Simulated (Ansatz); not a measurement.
`O[SiH](F)[SiH2][SiH3]` + `BOC` → `COB[SiH3]` + `O[SiH](F)[SiH3]`  (formal exchange of groups at the Si–Si bond)

Gas-phase electronic energies from Ansatz, PBE0-D4/def2-TZVP geometries. CCSD(T)/CBS is the MP2 limit (def2-TZVPP, def2-QZVPP) plus CCSD(T) − MP2 in def2-TZVPP, frozen cores. Functionals use def2-TZVPP. B3LYP here is the variant with VWN-RPA as its local correlation; programs differ in this. HSE06 is defined as in plane-wave codes. Each species was taken in one conformer, which may not be the lowest.

```json
{"level": "PBE-D4", "ΔE (kcal/mol)": "7.7", "difference from CCSD(T)/CBS": "0.9"}
{"level": "ωB97M-V", "ΔE (kcal/mol)": "6.6", "difference from CCSD(T)/CBS": "-0.2"}
{"level": "PBE", "ΔE (kcal/mol)": "7.1", "difference from CCSD(T)/CBS": "0.3"}
{"level": "B3LYP", "ΔE (kcal/mol)": "6.0", "difference from CCSD(T)/CBS": "-0.8"}
{"level": "r2SCAN0", "ΔE (kcal/mol)": "7.4", "difference from CCSD(T)/CBS": "0.6"}
{"level": "HSE06", "ΔE (kcal/mol)": "7.2", "difference from CCSD(T)/CBS": "0.4"}
{"level": "BHLYP", "ΔE (kcal/mol)": "5.9", "difference from CCSD(T)/CBS": "-0.9"}
{"level": "CCSD/def2-SVP", "ΔE (kcal/mol)": "5.8", "difference from CCSD(T)/CBS": "-1.0"}
{"level": "SCS-MP2/def2-TZVPP", "ΔE (kcal/mol)": "6.3", "difference from CCSD(T)/CBS": "-0.5"}
{"level": "MP2/def2-QZVPP", "ΔE (kcal/mol)": "7.2", "difference from CCSD(T)/CBS": "0.4"}
{"level": "CCSD(T)/CBS", "ΔE (kcal/mol)": "6.8", "difference from CCSD(T)/CBS": "0"}
```

What do rigid-rotor, harmonic-oscillator terms from PBE0-D4/def2-TZVP frequencies (298.15 K, 1 bar) make of the CCSD(T)/CBS value? (Best estimate.)

Computed: ΔZPE = -0.9 kcal/mol, ΔH = +6.0 kcal/mol, ΔS = 2 J/(mol·K), ΔG = +5.8 kcal/mol. Modes under 50 cm⁻¹ make the entropy rough.

Largest T1 diagnostic among the species: 0.014.

At CCSD(T), def2-SVP lies −0.9 kcal/mol from the extrapolated value and def2-TZVPP −0.4 kcal/mol. Leaving LDA and LC-ωPBE aside and taking each functional with its dispersion term where it has one, the values, not all of them listed here, spread over 1.6 kcal/mol, from CAM-B3LYP-D4 to HSE06-D4.
